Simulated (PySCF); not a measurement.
C2H10O2Si2, SMILES O[Si@@H](C[SiH3])OC.

Geometry: B3LYP-D3(BJ)/def2-SVP. The structure was generated by enumeration; whether it is a known compound was not checked. One conformer was computed; it need not be the lowest.

Two levels are set side by side: TDA-PBE/def2-SVPD (PySCF) and TDA-LC-ωPBE/def2-SVPD (PySCF). Vertical, same geometry. The lowest singlet is HOMO→LUMO 99 % with PBE and HOMO→LUMO 46 %, HOMO→LUMO+6 8 %, HOMO→LUMO+2 7 % with the other functional; states are paired by order. Differences are taken from unrounded values.

```tsv
quantity	TDA-LC-ωPBE
lowest singlet excitation (eV)	8.34
lowest triplet excitation (TDA) (eV)	7.95
```

What does TDA-PBE give, and how far is it from TDA-LC-ωPBE? (An estimate is asked for; the answer gives what the named calculation found.)


```tsv
quantity	TDA-PBE	TDA-PBE minus TDA-LC-ωPBE
lowest singlet excitation (eV)	6.14	-2.19
lowest triplet excitation (TDA) (eV)	6.03	-1.92
```

A lower first singlet is the usual sign of a functional without exact exchange. Differences between two approximate levels are no errors against the true value.

Rough cost on one machine, each run with all the roots and properties that it gave: TDA-LC-ωPBE against TDA-PBE about 4 times.
